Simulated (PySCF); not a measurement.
**Ionisation energy of Ta⁶⁸⁺ by level of theory**

Ta⁶⁸⁺ [He] 2s2 2p1 (2P) → Ta⁶⁹⁺ [He] 2s2 (1S), as a difference of total energies. All numbers are calculated (PySCF 2.14, the spin-free X2C one-electron Hamiltonian (Gaussian nucleus), in an even-tempered Gaussian basis (18 s from 46 bohr⁻², ratio 2.2; 13 p from 59 bohr⁻², ratio 2.2; 5 d from 220 bohr⁻², ratio 2.4; 5 f from 330 bohr⁻², ratio 2.4; 4 g from 490 bohr⁻², ratio 2.4)). Correlated levels: nothing frozen; virtual orbitals above 40 to 60 times the deepest correlated orbital energy dropped. The calculations carry no spin-orbit coupling.

```
                 method  ionisation energy (eV)
                    UHF                 17304.6
                    LDA                 17293.8
                 r2SCAN                 17310.0
                  TPSSh                 17310.3
                r2SCAN0                 17308.9
    MP2 (all electrons)                 17304.4
SCS-MP2 (all electrons)                 17304.1
```

Q: Estimate what PBE0 gives.

A: 17306.2 eV, closest to UHF among the rows shown.

Q: Estimate what PBE gives.

A: 17306.4 eV, closest to UHF among the rows shown.

A first-order spin-orbit estimate (lowest level to lowest level, LS coupling) adds 853.0 eV.

For this ion Breit and QED terms and the two-electron picture change, all absent here, outweigh the differences among the correlated methods.

First order in ζ underestimates the shift of j = l − 1/2 levels at high Z.

For comparison: 18250 ± 50 eV (theoretical estimate listed by NIST; NIST Atomic Spectra Database, ionization energies).
